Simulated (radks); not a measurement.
Hg3+, configuration [Xe] 4f14 5d9 (the NIST ground configuration). Calculated with a radial shooting solver on a logarithmic mesh with Libxc functionals: Dirac Kohn-Sham, PBEsol, spin-unpolarised, spherical densities, finite nucleus; open shells are shared between the two j in proportion to 2j + 1; Fermi nuclear charge, rms radius 5.4648 fm.

Normalised radial functions P(r) = r R(r) (large component), r in bohr:

```
   r/bohr * 5p1/2 (the largest magnitude, 1.2, reaches the edge; | marks zero)
 0.002991                             |*
 0.003427                             |*
 0.003957                             |*
  0.00457                             |*
 0.005236                             |*
 0.006047                             | *
 0.006984                             | *
 0.008066                             | *
 0.009241                             |  *
  0.01067                             |  *
  0.01232                             |   *
  0.01412                             |   *
  0.01631                             |    *
  0.01883                             |     *
  0.02158                             |     *
  0.02492                             |      *
  0.02878                             |      *
  0.03324                             |      *
  0.03808                             |      *
  0.04397                             |     *
  0.05079                             |   *
  0.05818                             | *
   0.0672                             *
   0.0776                         *   |
  0.08891                       *     |
   0.1027                    *        |
   0.1186                   *         |
   0.1369                   *         |
   0.1569                      *      |
   0.1812                          *  |
   0.2093                             |  *
   0.2398                             |        *
   0.2769                             |            *
   0.3198                             |              *
   0.3664                             |            *
   0.4231                             |      *
   0.4886                           * |
   0.5643                  *          |
   0.6465          *                  |
   0.7467    *                        |
   0.8623  *                          |
   0.9879   *                         |
    1.141       *                     |
    1.318            *                |
     1.51                 *           |
    1.743                      *      |
    2.013                         *   |
    2.325                           * |
    2.664                            *|
    3.077                             *
    3.553                             *
    4.071                             *
    4.701                             *
```

5p1/2: eigenvalue -114.05 eV, 3 radial nodes at r = 0.0656, 0.194, 0.477 bohr, <r> = 0.968 bohr, 90 % of the charge inside 1.40 bohr.
